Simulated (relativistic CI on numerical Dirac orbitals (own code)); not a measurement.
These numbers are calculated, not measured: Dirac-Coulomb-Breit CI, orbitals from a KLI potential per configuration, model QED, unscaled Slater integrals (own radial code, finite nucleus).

The strongest absorption lines from the ground level of an ion, among the configurations computed and to levels below about 259 eV (vacuum wavelength in Å, gf): 98.800 (0.55), 103.32 (5.4), 105.64 (2.4), 105.87 (1.9), 106.38 (2.5), 107.75 (2), 111.88 (0.54), 128.87 (0.63).

Q: Which ion is it?
A. Sb¹⁷⁺
B. Cs²¹⁺
C. La²³⁺
D. I¹⁹⁺

A: B. Cs²¹⁺ has 34 electrons and the ground level 4s2.4p4 3P_2; the strongest line goes to 4s2.4p3.4d 1F°_3. The pattern of lines fixes the number of electrons, and along that sequence the line energies rise steadily with the charge (about as its square where n changes within one kind of shell, about linearly where n is kept but much faster in heavy ions where fine structure, which grows about as Z⁴, sets the gap, and irregularly where shells cross), which fixes Z. Configurations outside the model, such as inner-shell arrays, can give stronger lines. At this charge energies of transitions that change n are usually good to better than 1 %, and those within a shell (Δn = 0) to a few per cent.

LS names give the leading component of a level, which can be under half, so a name can repeat, a term be missing and a line seem to break the LS rules.
